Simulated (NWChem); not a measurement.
# SiClF2 (SMILES F[Si](F)Cl): the vertical ionisation energy from total energies

SiClF2 has 4 atoms, charge 0, and is taken as a doublet. As SMILES, `F[Si](F)Cl`. The coordinates come from a PBE0-D4/def2-TZVP relaxation.

Both states at this one shape; open shells run unrestricted unless said. 1 Eh = 27.2114 eV.

```
                           level  program  doublet SiClF2 (Eh)  singlet [SiClF2]+ (Eh)
UM06-2X/LANL2DZ (core potential)   NWChem          -218.453369             -218.058009
                    UM06-2X/MINI   NWChem          -944.195533             -943.802064
```

Task: Work out the vertical ionisation energy at each level.

Result: 
1. UM06-2X/LANL2DZ (core potential): -218.058009 − (-218.453369) = 0.395360 Eh = 10.76 eV.
2. UM06-2X/MINI: -943.802064 − (-944.195533) = 0.393469 Eh = 10.71 eV.

No measured value is set beside it here; the levels span 10.71 to 10.76 eV. Minimal sets are far from the basis-set limit.
